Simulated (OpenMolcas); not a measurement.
W3+.

| Property | Result |
| --- | --- |
| Program | OpenMolcas 26.06 |
| Basis | ANO-RCC-VTZP [8s7p5d3f2g1h] |
| Scalar Hamiltonian | DKH2, point nucleus |
| Active space | 3 electrons in 9 orbitals (RAS2 5d 6s; RAS3 6p, at most 2 electrons) |
| State averaging | 2S+1 = 4 even, 20 roots; 2S+1 = 2 even, 70 roots kept (CI in the orbitals of an earlier block); 2S+1 = 4 odd, 45 roots; 2S+1 = 2 odd, 90 roots kept (CI in the orbitals of an earlier block, 80 in the spin-orbit step) |
| Spin-orbit coupling | state interaction with AMFI integrals over the reference wave functions, term energies averaged over their components |

Two sets of levels on these reference wave functions, in cm⁻¹ above 5d³ ⁴F_3/2: one from RASSCF and one from MS-RASPT2, IPEA 0.25 Eh, imaginary shift 0.1 Eh (closed shells correlated: 5s 5p).

| Level | Set 1 | Set 2 |
| --- | --- | --- |
| 5d³ ⁴F_3/2 | 0.0 | 0.0 |
| 5d³ ⁴F_5/2 | 3550 | 3750 |
| 5d³ ⁴F_7/2 | 6980 | 7130 |
| 5d³ ⁴F_9/2 [73 %] | 9890 | 9780 |
| 5d³ ⁴P_1/2 [58 %] | 14040 | 12450 |
| 5d³ ²G_7/2 | 17680 | 16340 |
| 5d³ ²H_9/2 [51 %] | 18720 | 17420 |
| 5d³ ⁴P_5/2 | 19570 | 18080 |
| 5d³ ²P_1/2 [58 %] | 21160 | 19470 |
| 5d³ ²H_11/2 | 25690 | 23900 |
| 5d³ ²D_5/2(1) | 26210 | 24230 |
| 5d³ ²F_5/2 | 33060 | 29730 |
| 5d³ ²F_7/2 | 33490 | 30170 |
| 5d² 6s ⁴F_3/2 | 36490 | 34820 |
| 5d² 6s ⁴F_5/2 | 39000 | 37230 |
| 5d² 6s ⁴F_7/2 | 42730 | 41110 |

Task: Which set is which?

Result: Set 2 is MS-RASPT2. Its levels of the other terms of 5d³ lie at 0.89 to 0.93 of the other set's values, as expected, since terms of lower spin or lower L gain more correlation energy than the Hund ground term. Against 14 measured levels (the list in J. Phys. B 45, 035001 (2012)) the mean absolute deviation is 1300 cm-1 with it and 2800 cm-1 without; single levels miss by up to 2100 cm-1 with it.

CASPT2 does not keep the components of a term degenerate, so their means are used; among the terms shown or strongly mixed into the levels shown the widest spread is 670 cm-1 (5d² 6s ⁴F, MS-RASPT2). Some high roots are left out of the spin-orbit mixing, which shifts the levels that they would mix with. Terms from blocks run as CI alone lack orbitals of their own. A single d shell beside an s shell can misplace configurations of different d count against each other. Without dynamic correlation excited terms often stand tens of per cent too high (terms of higher spin than the ground term too low), and those without a measured partner can miss by more than the paired ones (holds for RASSCF). Blocks of more than 70 roots (2S+1 = 2 odd) ran without multistate coupling (holds for MS-RASPT2). Computed and measured levels are paired by configuration, term and J; levels that our copy of the source lacks, or whose pairing is in doubt (as where it misses far off the trend of its configuration), stay unpaired and out of the deviations. Levels of configurations outside the active space are missing. Levels that lie high or do not pair safely by name in every column are left out.

A share in square brackets marks a mixed level and gives the weight of the term that names it, the lowest over the columns. A number in round brackets counts repeated terms of one configuration in the order of the reference energies.
